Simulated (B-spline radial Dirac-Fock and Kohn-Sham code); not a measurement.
## How the settings move the core levels of As

ΔSCF core binding energies without Breit or QED terms, calculated with a radial finite-basis atomic code. Keys: rel is the Hamiltonian (dirac, or spin-free x2c and nr, where L3 and M5 stand for the whole 2p and 3d shells), method is hf or an exchange,correlation pair (spin-unpolarised, also for the hole states), nuc the nuclear model, radius_factor scales its radius, rmax is the box in bohr, h the logarithmic mesh step, order the B-spline order, points the quadrature points per cell, c_factor scales the speed of light, and damp, ndamp, maxit and tol steer the iteration. The run stops when the commutator error falls below 10·tol·max(1, Z/10), or the numerical noise floor, and the energy has settled to about 1e-8 Ha; the virial ratio is −V/T.

Base input:

```json
{"items": [{"Z": 33, "q": 0, "cfg": [[1, 0, 2], [2, 0, 2], [2, 1, 6], [3, 0, 2], [3, 1, 6], [3, 2, 10], [4, 0, 2], [4, 1, 3]], "A": 75, "rrms": 4.0968, "do": "settings", "holes": ["K", "L3", "M5"],
  "settings": [{"rel": "dirac", "method": "hf", "nuc": "fermi", "radius_factor": 1.0, "rmax": 45.0, "h": 0.3, "order": 8, "points": 10, "c_factor": 1.0, "maxit": 60, "damp": 0.5, "ndamp": 3, "tol": 1e-08}]}]}
```

The ground state converged in 10 iterations, with total energy -2259.44188 Ha, virial ratio 1.97750 and highest orbital energy -8.86 eV. ΔSCF binding energies: K (1s) 11899.5 eV, L3 (2p3/2) 1333.8 eV, M5 (3d5/2) 48.54 eV.

Changes from the base run:

```tsv
changed setting	Δ total energy (Ha)	Δ K (eV)	Δ L3 (eV)	Δ M5 (eV)	iterations
radius_factor = 1.2; c_factor = 5.0; damp = 0.8	+24.30042	-172.06	+2.85	+1.46	10
nuc = "gauss"	-0.00002	0.00	0.00	0.00	10
h = 0.5	+0.00797	+0.01	+0.01	0.00	11
order = 6	+0.00004	0.00	0.00	0.00	10
nuc = "gauss"; rmax = 60.0; order = 9	-0.00002	0.00	0.00	0.00	10
tol = 0.0001	0.00000	0.00	0.00	0.00	8
nuc = "sphere"	+0.00001	0.00	0.00	0.00	10
rel = "nr"	?	?	?	?	?
rmax = 30.0; c_factor = 5.0; tol = 0.0001	+24.29589	-172.01	+2.85	+1.46	8
method = "pbesol"	+0.12893	+9.24	-5.86	+1.97	10
rel = "x2c"; nuc = "gauss"; c_factor = 0.9	-5.60502	+35.20	+13.76	+0.01	10
damp = 0.2	0.00000	0.00	0.00	0.00	9
rmax = 60.0	0.00000	0.00	0.00	0.00	10
```

Question: What does the change rel = "nr" do?

Answer: The total energy moves by +25.26972 Ha and the binding energies by K -178.85 eV, L3 +2.98 eV, M5 +1.52 eV; the run takes 10 iterations.
